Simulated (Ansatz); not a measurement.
Input file for `C=[CH][AlH][CH3]`:

```yaml
crystal:
  periodic: [false, false, false]
  atoms:
    - {symbol: C, position_ang: [-0.766686, 1.712755, 0.405886]}
    - {symbol: C, position_ang: [0.021153, 0.968091, 1.187073]}
    - {symbol: Al, position_ang: [0.696040, -0.749676, 0.572676]}
    - {symbol: C, position_ang: [0.194559, -1.366081, -1.212219]}
    - {symbol: H, position_ang: [-1.056610, 1.389006, -0.592163]}
    - {symbol: H, position_ang: [-1.165150, 2.678956, 0.712104]}
    - {symbol: H, position_ang: [0.255518, 1.378459, 2.170078]}
    - {symbol: H, position_ang: [1.634231, -1.616715, 1.522400]}
    - {symbol: H, position_ang: [0.505774, -0.651397, -1.981538]}
    - {symbol: H, position_ang: [0.638730, -2.333132, -1.459281]}
    - {symbol: H, position_ang: [-0.892160, -1.467265, -1.304618]}
basis:
  gaussian: {orbitals: def2-TZVPP}
correlation: {method: ccsd_t}
output: {orbitals: {seedname: orbitals}}
```

```sh
$ ansatz run in.yaml --threads 2 --pin off --events-out ev --progress --plain
```

Log, shortened:

```
Functional definition: HF
1347 factors; integrals over basis functions are off by at most 1.2e-3 eV
mean field evaluation 1: about -9782.1062 eV, gradient 3.7e1 eV
mean field evaluation 2: about -9782.2505 eV, gradient 3.7e1 eV
mean field evaluation 4: about -9785.8687 eV, gradient 3.1e0 eV
mean field evaluation 8: about -9785.9134 eV, gradient 1.6e-1 eV
mean field -9785.91352383 eV, -359.6256888703 hartree, gradient 1.2e-6 eV, S^2 0.000000; 0 other end points of the search recorded, 0 dependent functions left out
8 core orbitals not correlated: weight in the atoms' cores, before any rotation towards them, 1.000 or more for the frozen orbitals, at most 0.000 for the correlated occupied ones
reference -9785.91352383 eV, -359.6256888703 hartree; 11, 11 occupied and 214, 214 virtual orbitals, 1347 factors
second order -15.88492076 eV of doubles, -0.00000000 eV of singles
cycle   1  -16.60224119 eV  change   -7.2e-1 eV  update   8.5e-2
cycle   2  -17.05304484 eV  change   -4.5e-1 eV  update   2.7e-2
cycle   3  -17.12126961 eV  change   -6.8e-2 eV  update   1.1e-2
cycle   4  -17.11910592 eV  change    2.2e-3 eV  update   3.0e-3
cycle   5  -17.11945898 eV  change   -3.5e-4 eV  update   9.5e-4
cycle   6  -17.11944510 eV  change    1.4e-5 eV  update   3.1e-4
cycle   7  -17.11943041 eV  change    1.5e-5 eV  update   1.0e-4
cycle   8  -17.11946470 eV  change   -3.4e-5 eV  update   4.2e-5
cycle   9  -17.11946285 eV  change    1.8e-6 eV  update   1.2e-5
perturbative correction -0.70765626 eV, -0.0260058880 hartree
Total energy: -9803.74064295 eV, -360.2808234142 hartree
```

It took 32 s on 2 threads of a server CPU on a shared host, with 4.4 GiB of host memory at the peak.

MP2 recovers 89.1 % of the CCSD(T) correlation energy and the triples give 4.0 %; T1 = 0.0105.
